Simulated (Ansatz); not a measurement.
Consider the hydrogenolysis of the Si–S bond: `CS[SiH2]I` + H₂ → `[SiH3]I` + CH₃SH.

Isolated molecules relaxed with PBE0-D4/def2-TZVP in Ansatz; ΔE leaves out vibrations. CCSD(T)/CBS is the MP2 limit (def2-TZVPP, def2-QZVPP) plus CCSD(T) − MP2 in def2-TZVPP, frozen cores. This one scheme is used for every species. def2 core potentials past Kr. For I outer-core shells are correlated without core-valence functions, which leaves a few kJ/mol of doubt a bond. One conformer a species, not always the lowest.

`CS[SiH2]I`:

Z-matrix (Å, degrees):
```
C
S 1 1.815
H 1 1.089 2 106.5
H 1 1.090 2 111.1 3 -118.8
H 1 1.090 2 110.6 3 118.6
Si 2 2.109 1 99.9 3 178.6
I 6 2.451 2 112.6 1 62.7
H 6 1.479 2 106.7 1 -178.1
H 6 1.483 2 111.5 1 -55.5
```

H₂:

Cartesian coordinates in Å:
```
H 0.051 0.132 0.345
H -0.051 -0.132 -0.345
```

`[SiH3]I`:

Cartesian coordinates in Å:
```
Si -0.128 -0.042 -0.157
I 1.383 0.453 1.692
H -1.442 0.577 0.133
H -0.263 -1.512 -0.271
H 0.449 0.524 -1.398
```

CH₃SH:

Cartesian coordinates in Å:
```
C -0.149 0.459 -0.094
S 1.029 -0.808 0.425
H -0.453 0.321 -1.131
H 0.373 1.412 -0.009
H -1.023 0.483 0.556
H 0.222 -1.866 0.254
```

```json
{"species": "`CS[SiH2]I`", "CCSD(T)/CBS(def2) energy (Eh)": "-1025.41950"}
{"species": "H₂", "CCSD(T)/CBS(def2) energy (Eh)": "-1.17544"}
{"species": "`[SiH3]I`", "CCSD(T)/CBS(def2) energy (Eh)": "-588.34840"}
{"species": "CH₃SH", "CCSD(T)/CBS(def2) energy (Eh)": "-438.22835"}
```

**Question.** Work out ΔE.

**Answer.** ΔE = (-588.34840) + (-438.22835) − (-1025.41950) − (-1.17544) = 0.01819 Eh = +47.8 kJ/mol.

Largest T1 diagnostic among the species: 0.009.

From PBE to PBE0 (25 % exact exchange), in def2-TZVPP and without D4, ΔE moves by −3.9 kJ/mol. At CCSD(T), def2-SVP lies −21.2 kJ/mol from the extrapolated value and def2-TZVPP −7.3 kJ/mol.
